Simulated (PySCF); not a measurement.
Working out the ionisation energy of Zn

Zn [Ar] 3d10 4s2 (1S) → Zn⁺ [Ar] 3d10 4s1 (2S). All numbers are calculated (PySCF 2.14, scalar relativity by spin-free X2C-1e, in aug-cc-pVDZ-DK). Frozen: [Ar]. Energies in hartree (1 hartree = 27.21139 eV):

```tsv
part	Zn (lower)	Zn⁺ (upper)
UHF	-1794.266493	-1793.980412
MP2 opposite-spin	-0.298380	-0.259297
MP2 same-spin	-0.169524	-0.158687
```

Question: What does Hartree-Fock give?

Answer: (-1793.980412) − (-1794.266493) = 0.286081 hartree = 7.785 eV.

Question: What do MP2 and SCS-MP2 (6/5 opposite-spin, 1/3 same-spin) give?

Answer: The opposite-spin parts differ by 1.064 eV and the same-spin parts by 0.295 eV. MP2: 7.785 + (1.064) + (0.295) = 9.144 eV. SCS-MP2: 7.785 + 1.2 × (1.064) + (0.295)/3 = 9.160 eV.

Measured between the centres of the two terms (NIST): 9.394 eV, so MP2 (valence) is off by -0.250 eV.

A double-zeta basis recovers only part of the correlation energy.

What remains against the reference includes basis incompleteness, the frozen core and correlation beyond second order.
